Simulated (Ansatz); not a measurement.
BiH₂Br, relaxed as a singlet with RKS r2SCAN-D4/def2-TZVP in Ansatz, starting from the GFN2-xTB geometry. Force threshold 0.02 eV/Å.

In the def2 sets Bi takes a core potential; there is no spin–orbit coupling.

Start:

| atom | x (Å) | y (Å) | z (Å) |
| --- | --- | --- | --- |
| Bi1 | 0.6216 | -0.6193 | 0.2442 |
| H2 | 0.2674 | -0.3270 | -1.4762 |
| H3 | 0.9744 | 1.1175 | 0.4055 |
| Br4 | -1.8634 | -0.1713 | 0.8266 |

```tsv
step	energy (eV)	largest force component (eV/Å)	SCF passes
1	-75922.4669	0.289	16
2 (rejected)	-75922.4608	0.242	19
3	-75922.4897	0.140	19
4	-75922.4914	0.029	22
5	-75922.4915	0.003	23
```

Force components are those of the run's own axes.

End:

Cartesian coordinates in Å:
```
Bi 0.584 -0.598 0.241
H 0.310 -0.337 -1.515
H 1.027 1.135 0.403
Br -1.920 -0.199 0.871
```

By distances, no bond broke or formed. The bond that changes most is Bi1–Br4, from 2.59 to 2.61 Å (atoms count from 1).

No frequencies were taken in this run, so the end may be a saddle point.

It took 4.2 s on 2 threads of Intel Xeon 6975P-C on a shared host.
